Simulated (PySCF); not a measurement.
## Working out the ionisation energy of Tc

Tc [Kr] 4d5 5s2 (6S) → Tc+ [Kr] 4d5 5s1 (7S). Calculation: PySCF 2.14, in ANO-RCC-VTZP; scalar relativity by spin-free X2C-1e. Frozen: [Kr]. Energies in hartree (1 hartree = 27.21139 eV):

| part | Tc (lower) | Tc+ (upper) |
| --- | --- | --- |
| UHF | -4282.923430 | -4282.719657 |
| CCSD correlation | -0.133612 | -0.087647 |
| (T) | -0.005095 | -0.001605 |

Problem. What does Hartree-Fock give?

Solution. (-4282.719657) − (-4282.923430) = 0.203773 hartree = 5.545 eV.

Problem. What do CCSD and CCSD(T) give?

Solution. The CCSD correlation energies differ by 0.045965 hartree = 1.251 eV and the triples by 0.003490 hartree = 0.095 eV, so CCSD gives 6.796 eV and CCSD(T) 6.891 eV.

Measured between the centres of the two terms (NIST): 7.119 eV, so CCSD(T) (valence) is off by -0.228 eV.

What remains against the reference includes basis incompleteness, the frozen core and higher excitations.
